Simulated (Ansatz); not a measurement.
Basis sets compared for Ta(NH)(OH)3 (TaNO₃H₄). Total charge 0; singlet. Geometry PBE0-D4/def2-SVP. Ansatz on 4 threads of Arm Neoverse V2 on a shared host; times are rough, and most runs start from earlier orbitals.

```tsv
atom	x (Å)	y (Å)	z (Å)
Ta1	0.1860	0.1075	0.0926
N2	-1.2227	-0.7156	-0.5948
H3	-2.0277	-1.1854	-0.9875
O4	0.5801	-0.6438	1.8071
H5	0.1869	-1.3404	2.3370
O6	-0.2059	1.9712	0.2750
H7	-0.9732	2.5099	0.0702
O8	1.6797	-0.1281	-1.0793
H9	1.7969	-0.5751	-1.9203
```

In the def2 sets Ta takes a core potential; there is no spin–orbit coupling.

Binding counts from free atoms (Ta quartet, N quartet, H doublet, O triplet) in the same basis, without a counterpoise term.

| level | functions | energy (Eh) | HOMO (eV) | LUMO (eV) | binding per atom (eV) | wall time |
| --- | --- | --- | --- | --- | --- | --- |
| PBE-D4/def2-SVP | 108 | -339.5792 | -6.20 | -0.53 | 4.60 | 0.85 s |
| PBE-D4/def2-TZVP (with forces) | 188 | -339.9359 | -6.27 | -0.71 | 4.59 | 1.9 s |
| r2SCAN-D4/def2-TZVP | 188 | -340.0898 | -6.55 | -0.29 | 4.46 | 3 s |
| PBE0-D4/def2-SVP | 108 | -339.5198 | -7.62 | 0.20 | 4.38 | 1.1 s |
| PBE0-D4/def2-TZVP | 188 | -339.8773 | -7.64 | 0.02 | 4.39 | 1.9 s |

Estimate the rows for PBE-D4/def2-TZVPD, r2SCAN-D4/def2-TZVPD, PBE0-D4/def2-TZVPD.


| level | functions | energy (Eh) | HOMO (eV) | LUMO (eV) | binding per atom (eV) | wall time |
| --- | --- | --- | --- | --- | --- | --- |
| PBE-D4/def2-TZVPD | 236 | -339.9415 | -6.38 | -1.02 | 4.60 | 2.5 s |
| r2SCAN-D4/def2-TZVPD | 236 | -340.0937 | -6.61 | -0.46 | 4.46 | 4.4 s |
| PBE0-D4/def2-TZVPD | 236 | -339.8819 | -7.72 | -0.37 | 4.39 | 3 s |
